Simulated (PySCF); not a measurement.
# Molecular orbitals of InGe

revPBE at R = 2.676 Å; PySCF, scalar-relativistic core potentials, basis sets In cc-pVDZ-PP with ECP28, Ge cc-pVDZ-PP with ECP10. State: ⁴Σ⁻ (quartet), unpaired electrons σ ↑, π ↑↑. Only the outer orbitals are listed, counted within each symmetry, core potentials removing the inner ones.

| spin | orbital | occ. | ε (eV) | on In (%) | main shells (%) |
| --- | --- | --- | --- | --- | --- |
| α | 7σ | 1 | -12.17 | 15 | 83 Ge s, 11 In s |
| α | 8σ | 1 | -8.42 | 76 | 76 In s, 13 Ge s, 10 Ge p |
| α | 9σ | 1 | -4.52 | 45 | 54 Ge p, 36 In p, 9 In s |
| α | 5π | 1 | -4.44 | 25 | 75 Ge p, 24 In p |
| α | 5π | 1 | -4.44 | 25 | 75 Ge p, 24 In p |
| α | 6π | 0 | -2.16 | 76 | 76 In p, 23 Ge p |
| α | 6π | 0 | -2.16 | 76 | 76 In p, 23 Ge p |
| α | 10σ | 0 | -0.06 | 79 | 74 In p, 27 Ge p |
| β | 7σ | 1 | -10.67 | 24 | 75 Ge s, 19 In s |
| β | 8σ | 1 | -7.55 | 74 | 73 In s, 18 Ge s |
| β | 9σ | 0 | -3.15 | 47 | 51 Ge p, 41 In p |
| β | 5π | 0 | -3.03 | 50 | 50 Ge p, 49 In p |
| β | 5π | 0 | -3.03 | 50 | 50 Ge p, 49 In p |

Which are the highest filled and the lowest empty level, where do they sit, and how wide is the gap?

Highest filled α 5π at -4.44 eV (in %: 75 Ge p, 24 In p); lowest empty β 9σ at -3.15 eV (in %: 51 Ge p, 41 In p); the gap at revPBE is 1.29 eV.

The bond order (Mayer) is 1.45 and the ⟨S²⟩ is 3.752. The charge on In (Mulliken, basis-dependent) is 0.16. The charge on In (Löwdin, basis-dependent) is 0.11 and the dipole moment (positive dipole means In(−)Ge(+)) is -1.62 D.

Spin–orbit coupling is left out. The state was picked by a PBE0 search and need not be the measured ground state.
